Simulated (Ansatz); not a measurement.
Cost and result up the ladder for pillar[5]arene methyl ether, `COc1cc2c(OC)cc1Cc1cc(OC)c(cc1OC)Cc1cc(OC)c(cc1OC)Cc1cc(OC)c(cc1OC)Cc1cc(OC)c(cc1OC)C2` (105 atoms). Total charge 0; singlet. Geometry: PBE-D4/def2-SVP.

Cartesian coordinates in Å:
```
C -2.021 0.372 5.740
O -0.918 1.039 5.167
C -1.134 1.811 4.048
C -2.386 1.935 3.414
C -2.547 2.711 2.255
C -1.416 3.379 1.729
O -1.633 4.106 0.590
C -0.544 4.795 0.021
C -0.171 3.273 2.371
C -0.012 2.498 3.534
C 1.352 2.345 4.177
C 2.168 1.266 3.493
C 1.974 -0.087 3.813
C 2.682 -1.106 3.151
O 2.501 -2.446 3.405
C 1.581 -2.811 4.410
C 3.638 -0.776 2.164
C 3.822 0.577 1.834
C 3.090 1.593 2.473
O 3.212 2.928 2.162
C 4.146 3.294 1.171
C 4.395 -1.861 1.423
C 3.735 -2.189 0.099
C 2.635 -3.063 0.046
C 1.975 -3.335 -1.164
O 0.892 -4.163 -1.280
C 0.402 -4.785 -0.115
C 2.421 -2.737 -2.367
C 3.517 -1.862 -2.312
C 4.167 -1.572 -1.096
O 5.225 -0.698 -0.985
C 5.718 -0.096 -2.161
C 1.672 -2.998 -3.652
C 0.325 -2.294 -3.678
C 0.239 -0.915 -3.427
C -0.995 -0.245 -3.412
O -1.129 1.101 -3.195
C -0.045 1.802 -2.628
C -2.194 -0.968 -3.606
C -2.107 -2.343 -3.869
C -0.869 -3.012 -3.916
O -0.738 -4.353 -4.169
C -1.907 -5.119 -4.338
C -3.539 -0.281 -3.471
C -3.713 0.492 -2.177
C -4.078 1.846 -2.187
C -4.163 2.600 -1.001
O -4.515 3.925 -0.966
C -4.752 4.586 -2.186
C -3.859 1.993 0.238
C -3.508 0.633 0.250
C -3.455 -0.125 -0.931
O -3.141 -1.457 -0.970
C -2.514 -2.033 0.154
C -3.869 2.794 1.529
H -2.817 1.081 6.065
H -1.639 -0.167 6.628
H -2.476 -0.366 5.039
H -3.270 1.420 3.815
H -0.931 5.300 -0.884
H -0.125 5.562 0.712
H 0.280 4.105 -0.274
H 0.719 3.777 1.973
H 1.224 2.087 5.245
H 1.896 3.307 4.116
H 1.229 -0.321 4.585
H 0.546 -2.472 4.173
H 1.593 -3.917 4.464
H 1.863 -2.400 5.406
H 4.546 0.809 1.042
H 5.185 3.003 1.446
H 4.096 4.396 1.081
H 3.907 2.839 0.182
H 4.432 -2.771 2.051
H 5.433 -1.524 1.239
H 2.299 -3.511 0.990
H 1.159 -5.453 0.356
H 0.070 -4.043 0.648
H -0.468 -5.394 -0.427
H 3.855 -1.402 -3.251
H 6.568 0.544 -1.857
H 6.081 -0.848 -2.897
H 4.951 0.540 -2.661
H 1.501 -4.083 -3.782
H 2.291 -2.654 -4.509
H 1.171 -0.368 -3.224
H -0.420 2.815 -2.388
H 0.816 1.895 -3.330
H 0.315 1.320 -1.689
H -3.045 -2.899 -3.998
H -2.513 -4.779 -5.210
H -1.581 -6.161 -4.517
H -2.559 -5.097 -3.434
H -4.329 -1.057 -3.560
H -3.692 0.426 -4.314
H -4.257 2.320 -3.162
H -5.600 4.138 -2.752
H -5.007 5.633 -1.934
H -3.854 4.584 -2.847
H -3.255 0.174 1.216
H -2.205 -3.052 -0.148
H -1.610 -1.460 0.464
H -3.201 -2.112 1.030
H -4.673 2.419 2.197
H -4.105 3.847 1.285
```

Ansatz on 11 threads of AMD EPYC 7R13 on a shared host and a whole NVIDIA H100 80GB HBM3. Times are rough, and most runs start from the orbitals of an earlier one. No level here is sound enough to serve as a yardstick. Binding counts from free atoms at the same level (C triplet, O triplet, H doublet; other spins of the atoms weren't run), without zero-point energy or a counterpoise term.

B3LYP takes the VWN-RPA correlation. Correlated methods freeze 55 core orbitals. The rows differ in basis, and correlated rows in double-zeta sets carry the largest basis error. Single mean-field runs in 6-31G, def2-SVP, def2-TZVP are fitted with def2-universal-jkfit.

Run but left out: HF/6-31G (restricted singlet, unstable in another Hartree–Fock run and untested here).

Correlated methods converge slowly with the basis, most of all in double-zeta sets.

```tsv
level	functions	binding energy per atom (eV)	remarks
PBE-D4/def2-SVP	1020	5.05	–
BLYP-D4/def2-SVP (with forces)	1020	4.88	–
PBE-D4/def2-TZVP	2005	4.97	–
MP2/def2-SVP	1020	4.72	restricted SCF unstable
PBE0-D4/def2-TZVP	2005	4.86	–
PBE0-D4/def2-SVP (with forces)	1020	4.94	–
r2SCAN-D4/def2-SVP	1020	4.89	–
B3LYP-D4/6-31G	595	4.67	–
```

Question: Estimate how long each takes.

Answer: B3LYP-D4/6-31G 8.5 s; PBE-D4/def2-SVP 9 s; r2SCAN-D4/def2-SVP 9.5 s; BLYP-D4/def2-SVP (with forces) 11 s; PBE0-D4/def2-SVP (with forces) 13 s; PBE-D4/def2-TZVP 19 s; PBE0-D4/def2-TZVP 23 s; MP2/def2-SVP 27 s. On shared hardware such times vary by a factor of up to 3.
